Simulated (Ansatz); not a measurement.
The cluster Si2Au4⁻. The state is a doublet with charge -1. Geometry r2SCAN-D4/def2-SVPD, basis def2-TZVPD, Ansatz.

```xyz
6

Au    1.152    0.707    1.113
Au   -2.443   -0.445    0.844
Au    3.111    1.373    2.685
Au   -0.270   -1.940   -1.676
Si   -0.532    0.150   -0.342
Si   -1.018    0.154   -2.625
```

```
run  HOMO (eV)  LUMO (eV)
  A      -1.45       0.72
  B      -2.77       3.14
  C      -1.05       0.12
  D      -0.84      -0.04
  E      -1.65       0.77
```

In the def2 sets Au takes a core potential; there is no spin–orbit coupling. No other spin state of charge -1 was run. The structure comes from a short search, and lower isomers may exist.

HOMO and LUMO are taken over both spins.

The runs used HF, PBE, PBE0, r2SCAN, r2SCAN0. Estimate which is which.

A PBE0 (25 % exact exchange); B HF (100 % exact exchange); C r2SCAN (0 % exact exchange); D PBE (0 % exact exchange); E r2SCAN0 (25 % exact exchange). Exact exchange lowers occupied and raises empty levels; among semilocal functionals meta-GGAs tend to open the gap a little, and such runs are hard to tell apart. The gap grows from 0.79 eV (PBE) to 5.91 eV (HF). At HF/def2-TZVPD the charge -1 doublet is spin-contaminated (final ⟨S²⟩ up to 0.88, 0.75 for a pure state).
